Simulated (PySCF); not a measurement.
A geometry optimisation, step by step.

NiBr2 (triplet state).
Bonds: Ni1–Br2, Ni1–Br3.

Method: PySCF 2.14.0, PBE0-D3(BJ)/def2-SVP geometry optimisation, gas phase; unrestricted, density fitting, grid level 1; the optimiser is geomeTRIC in internal coordinates, started from a GFN2-xTB structure with every atom displaced at random (about 0.03 Å). The frame can shift and turn from step to step; on so coarse a grid that alone can change the energy by a few meV, and forces under 0.02 eV/Å are noise.

Step 0: E = -181093.3548 eV, largest atomic force 2.349 eV/Å
```
atom  x, y, z in Å  |  force x, y, z in eV/Å
Ni1     0.052   -0.082    0.013    0.095  -0.072  -1.224
Br2    -0.028   -0.030    2.092   -0.067   0.036   2.348
Br3    -0.040    0.015   -2.125   -0.028   0.036  -1.124
```

Step 1: E = -181093.5163 eV, largest atomic force 0.572 eV/Å
```
atom  x, y, z in Å  |  force x, y, z in eV/Å
Ni1     0.049   -0.079    0.000   -0.004   0.005  -0.322
Br2    -0.026   -0.035    2.170   -0.003  -0.004   0.572
Br3    -0.040    0.016   -2.190    0.007  -0.001  -0.250
```

Step 2: E = -181093.5285 eV, largest atomic force 0.127 eV/Å
```
atom  x, y, z in Å  |  force x, y, z in eV/Å
Ni1     0.045   -0.075   -0.005   -0.024   0.021  -0.099
Br2    -0.024   -0.039    2.195    0.011  -0.012   0.126
Br3    -0.038    0.017   -2.210    0.013  -0.009  -0.027
```

Step 3: E = -181093.5293 eV, largest atomic force 0.039 eV/Å
```
atom  x, y, z in Å  |  force x, y, z in eV/Å
Ni1     0.040   -0.071   -0.007   -0.026   0.022  -0.019
Br2    -0.021   -0.043    2.202    0.013  -0.014   0.007
Br3    -0.036    0.017   -2.215    0.013  -0.009   0.012
```

Step 4: E = -181093.5296 eV, largest atomic force 0.034 eV/Å
```
atom  x, y, z in Å  |  force x, y, z in eV/Å
Ni1     0.035   -0.067   -0.008   -0.024   0.020   0.015
Br2    -0.018   -0.048    2.204    0.013  -0.015  -0.028
Br3    -0.034    0.018   -2.216    0.010  -0.006   0.013
```

Step 5: E = -181093.5304 eV, largest atomic force 0.099 eV/Å
```
atom  x, y, z in Å  |  force x, y, z in eV/Å
Ni1     0.015   -0.049   -0.009   -0.012   0.009   0.094
Br2    -0.002   -0.076    2.208    0.009  -0.012  -0.098
Br3    -0.029    0.028   -2.218    0.003   0.003   0.004
```

Step 6: E = -181093.5308 eV, largest atomic force 0.109 eV/Å
```
atom  x, y, z in Å  |  force x, y, z in eV/Å
Ni1    -0.004   -0.034   -0.009    0.000  -0.003   0.109
Br2     0.012   -0.105    2.207    0.003  -0.008  -0.104
Br3    -0.025    0.042   -2.218   -0.003   0.011  -0.005
```

Step 7: E = -181093.5306 eV, largest atomic force 0.077 eV/Å
```
atom  x, y, z in Å  |  force x, y, z in eV/Å
Ni1    -0.034   -0.008   -0.007    0.016  -0.022   0.072
Br2     0.041   -0.166    2.200   -0.004   0.001  -0.059
Br3    -0.023    0.076   -2.214   -0.012   0.021  -0.014
```

Step 8: E = -181093.5308 eV, largest atomic force 0.029 eV/Å
```
atom  x, y, z in Å  |  force x, y, z in eV/Å
Ni1    -0.034   -0.008   -0.005    0.014  -0.019   0.017
Br2     0.046   -0.178    2.197   -0.002  -0.002  -0.006
Br3    -0.028    0.089   -2.212   -0.013   0.021  -0.011
```

Step 9: E = -181093.5309 eV, largest atomic force 0.103 eV/Å
```
atom  x, y, z in Å  |  force x, y, z in eV/Å
Ni1    -0.029   -0.015   -0.002    0.008  -0.006  -0.102
Br2     0.061   -0.212    2.190    0.006  -0.011   0.095
Br3    -0.048    0.130   -2.207   -0.015   0.016   0.007
```

Step 10: E = -181093.5312 eV, largest atomic force 0.085 eV/Å
```
atom  x, y, z in Å  |  force x, y, z in eV/Å
Ni1    -0.026   -0.018   -0.003    0.007  -0.005  -0.085
Br2     0.062   -0.214    2.191    0.007  -0.009   0.074
Br3    -0.053    0.135   -2.208   -0.014   0.014   0.010
```

Step 11: E = -181093.5315 eV, largest atomic force 0.021 eV/Å
```
atom  x, y, z in Å  |  force x, y, z in eV/Å
Ni1    -0.022   -0.022   -0.005    0.008  -0.008  -0.009
Br2     0.059   -0.211    2.194    0.006  -0.005   0.001
Br3    -0.054    0.135   -2.209   -0.013   0.014   0.008
```

Question: Summarise the path.

Answer: The energy falls by 0.1767 eV from step 0 to step 11; nine tenths of that is first reached at step 1. It rises by more than 0.2 meV at step 7. The largest force goes from 2.349 to 0.021 eV/Å. Among the bonds Ni1–Br2 changes most, from 2.082 to 2.209 Å; the atoms move by 0.092 Å rms after alignment.

Question: Follow the energy, the force and the coordinates that change most from start to end.

Answer: 
```tsv
step	E above end (eV)	largest force (eV/Å)	Ni1–Br2 (Å)	Ni1–Br3 (Å)	Br2–Ni1–Br3 (°)
0	0.1767	2.349	2.082	2.141	173.8
1	0.0152	0.572	2.172	2.193	174.3
2	0.0030	0.127	2.201	2.208	174.9
3	0.0022	0.039	2.210	2.211	175.3
4	0.0019	0.034	2.212	2.211	175.9
5	0.0011	0.099	2.217	2.210	178.0
6	0.0008	0.109	2.218	2.210	179.8
7	0.0010	0.077	2.214	2.209	177.1
8	0.0008	0.029	2.210	2.209	177.1
9	0.0006	0.103	2.202	2.210	177.7
10	0.0004	0.085	2.204	2.210	178.1
11	0.0000	0.021	2.209	2.210	178.5
```

What follows is the cost of the whole optimisation. On one thread of an Arm Neoverse V1, no GPU, shared host with 32 logical CPUs at a one-minute load of 21, this took 2.7 min wall and 0.41 GiB of memory at its peak.
